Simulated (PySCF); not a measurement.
# One molecule, several mistakes: CClGeH5N

These are calculations, not measurements. They come from PySCF 2.14.0, an open-source quantum chemistry program, on an isolated molecule that a program drew, which may never have been made. The molecule is CClGeH5N (charge 0, doublet), drawn as the SMILES string `N[CH][GeH2][Cl]`.

Each row is a Hartree-Fock (HF) and frozen-core CCSD(T) single point in the cc-pV(D+d)Z basis, meant for a local HF minimum. Run 1 is clean. Each other run has one planted mistake out of seven kinds, and not every kind appears here: one electron removed, one electron added, multiplicity raised by two, geometry at a saddle point, minimal basis STO-3G, one bond length entered in bohr, all coordinates scaled. The reference is restricted for singlets and unrestricted otherwise, and also for a bond in bohr. Adding or removing an electron swaps singlet and doublet. Electrons count all cores. HOMO and LUMO are orbital energies over both spins, the gradient is its largest component, and the lowest frequency (negative if imaginary) is given only where the gradient is small. Bond lengths are over the 8 bonds as drawn. T1 is the CCSD diagnostic: over 0.02 (restricted) or 0.045 (unrestricted) a single reference is doubtful. Germanium has the cc-pVDZ-PP basis, with a core potential (ECP10MDF) in place of its 10 inner electrons, and its 3s, 3p and 3d shells are frozen in CCSD(T).

Geometry of the clean run:
```xyz
9
CClGeH5N, angstrom
N    -1.4966    1.0049   -1.7431
C    -1.2389    0.3919   -0.5199
Ge    0.5147    0.4420    0.2543
Cl    1.1544    2.5403    0.1861
H    -2.4704    1.0790   -1.9711
H    -1.0448    1.8928   -1.8643
H    -1.9357   -0.3870   -0.2288
H     1.6047   -0.3020   -0.5131
H     0.4825    0.0275    1.7199
```

```
run  electrons  basis functions  <S^2>  HOMO (eV)  LUMO (eV)  gradient (hartree/bohr)  lowest frequency (cm^-1)  mean bond (Å)  longest bond (Å)      T1  HF (hartree)  CCSD(T) (hartree)                 mistake
  1         67               99  0.763      -8.41       2.73                  1.1e-05                        70         1.4557             2.195  0.0155    -848.11426         -848.70231                no fault
  2         67               99  0.772      -9.07       1.93                  6.6e-02                         -         1.5940             2.403  0.0196    -848.04968         -848.65389  all coordinates scaled
  3         66               99  0.000     -16.31      -5.33                  1.3e-01                         -         1.4557             2.195  0.0200    -847.86311         -848.45491    one electron removed
  4         67               99  1.657      -8.15      -0.82                  7.4e-03                         -         1.6998             4.147  0.0429    -848.00178         -848.57107                       ?
  5         67               99  3.767      -2.69      -1.41                  8.2e-02                         -         1.4557             2.195  0.0346    -847.84469         -848.40458                       ?
```

**Which mistake was planted in run 4, and what did it cost?**

The mean bond changes by a factor of 1.168 and the longest by 1.889, so the molecule wasn't scaled as a whole. A length L in bohr read as angstrom grows by (1/0.5292 - 1) L = 0.890 L. The 8 bonds together grew by 8 x 0.2441 = 1.953 Å, which gives L = 2.195 Å. That is bond Ge3-Cl4, 2.195 Å in the clean geometry. So the mistake is: one bond length entered in bohr. Subtracting run 1 and multiplying by 627.51 kcal/mol a hartree, the energy moved by 70.6 kcal/mol in HF and 82.4 kcal/mol in CCSD(T).

**Which mistake was planted in run 5, and what did it cost?**

Electrons, basis and geometry are unchanged, and <S^2> is 3.767, beside S(S+1) = 3.75 for a multiplicity of 4. So the mistake is: multiplicity raised by two. Subtracting run 1 and multiplying by 627.51 kcal/mol a hartree, the energy moved by 169.2 kcal/mol in HF and 186.8 kcal/mol in CCSD(T).

Cautions from the logs. Run 3: T1 is over the limit, so its CCSD(T) energy is less reliable.
